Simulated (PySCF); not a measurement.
Compound: C7H9ClF2O.
SMILES with atom numbers: `[F:1][CH:2]([F:3])[C@@:4]12[CH2:5][CH2:6][C@H:7]([Cl:8])[CH2:9][C@@H:10]1[O:11]2` (hydrogens: H12 on C2; H13, H14 on C5; H15, H16 on C6; H17 on C7; H18, H19 on C9; H20 on C10)

Level of theory: PySCF 2.14.0, PBE0-D3(BJ)/def2-SVP geometry optimisation, gas phase.

List the bond lengths, angles and torsions at this level.

| bond | length (Å) |
| --- | --- |
| F1–C2 | 1.350 |
| C2–F3 | 1.352 |
| C2–C4 | 1.506 |
| C4–C5 | 1.507 |
| C5–C6 | 1.524 |
| C6–C7 | 1.517 |
| C7–Cl8 | 1.797 |
| C7–C9 | 1.522 |
| C9–C10 | 1.511 |
| C10–O11 | 1.418 |
| C4–C10 | 1.471 |
| C4–O11 | 1.411 |
| C2–H12 | 1.104 |
| C5–H13 | 1.101 |
| C5–H14 | 1.103 |
| C6–H15 | 1.101 |
| C6–H16 | 1.099 |
| C7–H17 | 1.101 |
| C9–H18 | 1.100 |
| C9–H19 | 1.102 |
| C10–H20 | 1.099 |

A selection of angles:
| angle | degrees |
| --- | --- |
| F1–C2–F3 | 107.5 |
| F1–C2–C4 | 110.1 |
| F3–C2–C4 | 109.8 |
| C2–C4–C5 | 115.9 |
| C2–C4–C10 | 118.2 |
| C2–C4–O11 | 113.4 |
| C5–C4–C10 | 120.8 |
| C5–C4–O11 | 116.6 |
| C10–C4–O11 | 58.9 |
| C4–C5–C6 | 112.0 |
| C5–C6–C7 | 109.9 |
| C6–C7–Cl8 | 110.7 |
| C6–C7–C9 | 112.5 |
| Cl8–C7–C9 | 109.4 |
| C7–C9–C10 | 112.6 |
| C9–C10–O11 | 116.3 |
| C4–C10–C9 | 121.3 |
| C4–C10–O11 | 58.4 |
| C4–O11–C10 | 62.7 |

Dihedral angles: F1–C2–C4–C5 53° (synclinal); C2–C4–C5–C6 175° (antiperiplanar); C4–C5–C6–C7 -52° (synclinal); C5–C6–C7–Cl8 -172° (antiperiplanar); C6–C7–C9–C10 -43° (synclinal); C7–C9–C10–O11 79° (synclinal); C9–C10–O11–C4 -112° (anticlinal); C2–C4–C10–C9 -155° (antiperiplanar); C2–C4–O11–C10 -110° (anticlinal).

The C–C distances run from 1.471 Å (C4–C10, drawn single) to 1.524 Å (C5–C6, drawn single), a spread of 0.053 Å. The 6-membered ring C4–C5–C6–C7–C9–C10 has internal angles of 109.9° to 121.3°; it is puckered, 0.21 Å rms from its mean plane, widest ring torsion 65°. Of the pairs four or more bonds apart, F1···H13 is among the closest relative to their van der Waals radii: 2.60 Å, 97 % of the sum of Bondi's values. The 3-membered ring C4–C10–O11 has internal angles of 58.4° to 62.7°.

Point group: C1 (no symmetry element, even within 0.4 Å). No PBE0-D3(BJ)/def2-SVP frequencies stand behind this structure, so it isn't proved a minimum. The numbers are those of one conformer.
